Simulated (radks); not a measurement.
Task: The mean radii <r> (bohr) of the occupied orbitals of an atom or ion are listed with their occupations. All-electron calculation, non-relativistic Kohn-Sham, PBE, spin-polarised, spherical densities, point nucleus. Program: a radial shooting solver on a logarithmic mesh with Libxc functionals.

orbital  occ.      <r>
1s up       1  0.02573
1s down     1  0.02573
2s up       1   0.1101
2s down     1   0.1101
2p up       3  0.09352
2p down     3  0.09352
3s up       1   0.2874
3s down     1   0.2873
3p up       3   0.2772
3p down     3   0.2772
3d up       5   0.2483
3d down     5   0.2482
4s up       1   0.6499
4s down     1   0.6498
4p up       3   0.6677
4p down     3   0.6676
4d up       5   0.7127
4d down     5   0.7123
5s up       1    1.465
5s down     1    1.469
5p up       3    1.589
5p down     2    1.596
4f up       1   0.8791

Name the element and its charge. Open shells, if any, are filled with parallel spins first.

Result: Z = 59, praseodymium, charge +5: Pr5+ in [Kr] 4d10 4f1 5s2 5p5. The 1s radius gives Z: for a bare nucleus <r> = 1.5/Z, 0.02542 bohr for Z = 59, and screening makes it slightly larger (0.02573 here). The occupations add up to 54, and the charge is Z minus that.
